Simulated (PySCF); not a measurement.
**Nb⁺: excitation energy**

Nb⁺ [Kr] 4d4 (5D) → Nb⁺ [Kr] 4d3 5s1 (5F), as a difference of total energies. Calculation: PySCF 2.14, in ANO-RCC-VTZP; scalar relativity by spin-free X2C-1e. Correlated levels: valence: [Kr] frozen; valence and next inner shell: [Ar] 3d10 frozen. The calculations carry no spin-orbit coupling.

| method | excitation energy (eV) | error (eV) |
| --- | --- | --- |
| UHF | 0.080 | -0.246 |
| LDA | 0.429 | +0.103 |
| PBE | 0.418 | +0.092 |
| PBE0 | 0.451 | +0.125 |
| B3LYP | 0.302 | -0.024 |
| M06-2X | 0.473 | +0.147 |
| MP2 (valence) | 0.290 | -0.036 |
| SCS-MP2 (valence) | 0.150 | -0.176 |
| MP2 (valence and next inner shell) | 0.366 | +0.040 |
| SCS-MP2 (valence and next inner shell) | 0.258 | -0.068 |

Reference: 0.326 eV (measured; NIST levels, between the centres of gravity of the two terms).

Errors of the correlated levels include the incompleteness of this basis and the frozen core.

The basis was made for the ground configuration and has no added diffuse functions, so the excitation energy can come out too high.
